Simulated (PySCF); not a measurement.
**Ionisation energy of Ba⁴³⁺ by level of theory**

Ba⁴³⁺ [Ne] 3s2 3p1 [3p1/2^1, M_J = 1/2] → Ba⁴⁴⁺ [Ne] 3s2, as a difference of total energies. Computed with PySCF 2.14 in an uncontracted even-tempered set (18 s from 9.8 bohr⁻², ratio 2.4; 14 p from 13 bohr⁻², ratio 2.4; 4 d from 43 bohr⁻², ratio 2.6; 4 f from 65 bohr⁻², ratio 2.6), with the two-component X2C-1e Hamiltonian. Correlated levels: 1s2 frozen; the 54 highest virtual spinors dropped. "Screened" scales the spin-orbit matrix elements by Boettger's factors to mimic the two-electron term; Breit and QED terms are absent.

```json
{"method": "GHF (spin-free)", "ionisation energy (eV)": "3296.3"}
{"method": "GMP2 (spin-free)", "ionisation energy (eV)": "3296.8"}
{"method": "GHF (screened spin-orbit)", "ionisation energy (eV)": "3365.6"}
{"method": "GMP2 (screened spin-orbit)", "ionisation energy (eV)": "3365.9"}
```

Breit and QED terms and the two-electron picture change are absent.

The spin-free rows lack the spin-orbit shift.

For comparison: 3363 ± 4 eV (theoretical estimate listed by NIST; NIST Atomic Spectra Database, ionization energies).
